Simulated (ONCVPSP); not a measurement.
## An all-electron radial function and its pseudo partner (chlorine)

Columns: radius, all-electron u(r) and pseudo u(r) of the 3s shell (level -20.69 eV) of chlorine in the configuration [Ne] 3s2 3p5; LDA (Perdew-Wang 92), scalar-relativistic, ONCV scheme, ONCVPSP 4.0.1.

| r (bohr) | all-electron | pseudo |
| --- | --- | --- |
| 0.070 | 0.2008 | 0.0222 |
| 0.140 | -0.0839 | 0.0464 |
| 0.210 | -0.3304 | 0.0749 |
| 0.280 | -0.4354 | 0.1100 |
| 0.350 | -0.4158 | 0.1536 |
| 0.420 | -0.3114 | 0.2066 |
| 0.490 | -0.1601 | 0.2683 |
| 0.560 | 0.0099 | 0.3368 |
| 0.630 | 0.1796 | 0.4098 |
| 0.700 | 0.3372 | 0.4847 |
| 0.770 | 0.4763 | 0.5595 |
| 0.840 | 0.5938 | 0.6321 |
| 0.910 | 0.6893 | 0.7004 |
| 0.980 | 0.7633 | 0.7616 |
| 1.050 | 0.8177 | 0.8124 |
| 1.120 | 0.8545 | 0.8503 |
| 1.190 | 0.8760 | 0.8740 |
| 1.260 | 0.8844 | 0.8839 |
| 1.330 | 0.8821 | 0.8820 |
| 1.400 | 0.8708 | 0.8708 |
| 1.470 | 0.8525 | 0.8525 |
| 1.540 | 0.8287 | 0.8286 |
| 1.610 | 0.8007 | 0.8007 |
| 1.680 | 0.7697 | 0.7696 |
| 1.750 | 0.7366 | 0.7365 |
| 1.820 | 0.7022 | 0.7021 |

Problem. How many radial nodes do the two functions have?

Solution. The all-electron 3s function has n − l − 1 = 2; the pseudo-wave has 0, since the states of the same l below it are removed with the core.

Problem. At about which radius was the pseudo-wave matched?

Solution. 1.40 bohr. The columns agree to 0.0005 from 1.26 bohr on; several derivatives are matched, so the curves merge somewhat inside the radius.

Problem. Where does each function peak?

Solution. Outermost all-electron maximum near 1.26 bohr, pseudo maximum near 1.26 bohr (to the table’s step).

Problem. Is the pseudo-wave norm-conserving?

Solution. Yes: the ONCV scheme keeps the norm inside the radius equal to the all-electron one, which fixes the energy derivative of the logarithmic derivative at the level.
